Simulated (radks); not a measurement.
Question: The strontium ion Sr20+, 18 electrons, occupied as [Ar]. Calculated with a radial shooting solver on a logarithmic mesh with Libxc functionals: scalar-relativistic Kohn-Sham, PBE, spin-unpolarised, spherical densities, point nucleus. Some entries of the table are withheld. Estimate them.

orbital  occ.  eigenvalue (hartree)  <r^2> (bohr^2)  <1/r> (bohr^-1)
1s          2             -614.7566        0.002068            38.99
2s          2             -108.2445         0.03447            8.766
2p          6                   (1)         0.02713            8.542
3s          2             -36.36832             (2)            3.319
3p          6             -33.55575          0.2148              (3)

Answer: 
(1) 2p eigenvalue (hartree): -99.54468
(2) 3s <r^2> (bohr^2): 0.2201
(3) 3p <1/r> (bohr^-1): 3.207
